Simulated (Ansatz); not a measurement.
`C=[CH][In]([F])[F]` + HCl → `C=[CH][In]([F])[Cl]` + H–F at 500 K and 1 bar (ligand exchange at the In–F bond).

Computed with Ansatz on PBE0-D4/def2-TZVP structures; ΔE is electronic, products minus reactants. CCSD(T)/CBS adds triple-zeta CCSD(T) − MP2 to the extrapolated MP2 energy (def2 sets, frozen cores). This one scheme is used for every species. def2 core potentials past Kr. For In outer-core shells are correlated without core-valence functions, which leaves a few kJ/mol of doubt a bond. Each species was taken in one conformer, which may not be the lowest.

```tsv
species	CCSD(T)/CBS energy (Eh)	H − E (kJ/mol)	S (J/(mol·K))
`C=[CH][In]([F])[F]`	-467.34185	162.0	421.3
HCl	-460.38127	32.5	201.9
`C=[CH][In]([F])[Cl]`	-827.35046	161.3	432.3
H–F	-100.39570	39.4	188.7
```

H − E and S are ideal-gas, rigid-rotor, harmonic terms from PBE0-D4/def2-TZVP, for one conformer and one mirror image of each species. 1 Eh = 2625.50 kJ/mol, R = 8.31446 J/(mol·K).

Question: By hand: ΔE, ΔH, ΔS and ΔG.

Answer: ΔE = (-827.35046) + (-100.39570) − (-467.34185) − (-460.38127) = -0.02304 Eh = -60.5 kJ/mol. Δ(H − E) = 161.3 + 39.4 − 162.0 − 32.5 = 6.2, so ΔH = -54.3 kJ/mol. ΔS = 432.3 + 188.7 − 421.3 − 201.9 = -2.2 J/(mol·K). ΔG = -54.3 − 500 × (-2.2)/1000 = -53.2 kJ/mol.

Question: By hand: the equilibrium constant, and the temperature at which ΔG would vanish if ΔH and ΔS stayed fixed.

Answer: log₁₀ K = −ΔG/(RT ln 10) = 5.6. ΔG = 0 at ΔH/ΔS = 24682 K, far beyond where these terms or the molecules hold.

The number of gas molecules stays the same, so ΔS is small and ΔH decides. A doubt of 5 kJ/mol in ΔE shifts log₁₀ K by 0.5 here. Other conformers and mirror images would add mixing entropy, several J/(mol·K) or more a flexible species. Modes under 60 cm⁻¹, often nearly free rotors, make the harmonic entropy too high. These are equilibria of isolated gas molecules and say nothing of rates. Largest T1 diagnostic: 0.016 (customary marks: 0.02 for closed shells, 0.045 for open ones).
